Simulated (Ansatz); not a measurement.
Molecule: C$_{3}$H$_{8}$FSi, charge 0, multiplicity 2. It need not be the lowest isomer of its formula. 
Geometry from a B3LYP-D3(BJ)/def2-TZVP (Ansatz, an electronic-structure program) optimisation:
SMILES: [Si]([CH2])(C)(C)F
```xyz
13

C      1.7485    -0.0288    -0.6706
Si     0.0430     0.0055     0.0161
C     -0.8085    -1.6453    -0.1659
C     -0.9803     1.3691    -0.7435
F      0.1777     0.3161     1.5970
H      1.9545    -0.2180    -1.7191
H      2.6311     0.1379    -0.0631
H     -0.8987    -1.9172    -1.2204
H     -0.2493    -2.4354     0.3379
H     -1.8137    -1.6116     0.2605
H     -0.5218     2.3454    -0.5781
H     -1.0776     1.2216    -1.8219
H     -1.9845     1.3849    -0.3137
```
Charge 0, spin multiplicity 2.

Property: atomisation energy (electronic, to ground-state atoms); the coupled-cluster value holds the core correlation from cc-pwCVTZ, in eV. Correlated levels leave the core frozen unless marked. UHF or UKS for open shells. No spin-orbit coupling. Non-relativistic. CBS marks a two-point X^-3 extrapolation of the correlation energy; Hartree-Fock from the larger set.

Level to compare with: CCSD(T)/CBS(cc-pV(T+d)Z,cc-pV(Q+d)Z) plus the core term (Ansatz), 51.89 eV. It is a level with limits of its own, and the differences hold the functionals' basis error too.

**Question.** Rank these functionals by how close they come to CCSD(T)/CBS(cc-pV(T+d)Z,cc-pV(Q+d)Z), closest first: BHLYP/def2-TZVPD (Ansatz); BLYP/def2-TZVPD (Ansatz); B3LYP/def2-TZVPD (Ansatz).

**Answer.** B3LYP/def2-TZVPD (global hybrid, 51.23 eV, difference -0.66), BLYP/def2-TZVPD (GGA, 50.74 eV, difference -1.15), BHLYP/def2-TZVPD (global hybrid, 50.35 eV, difference -1.54)
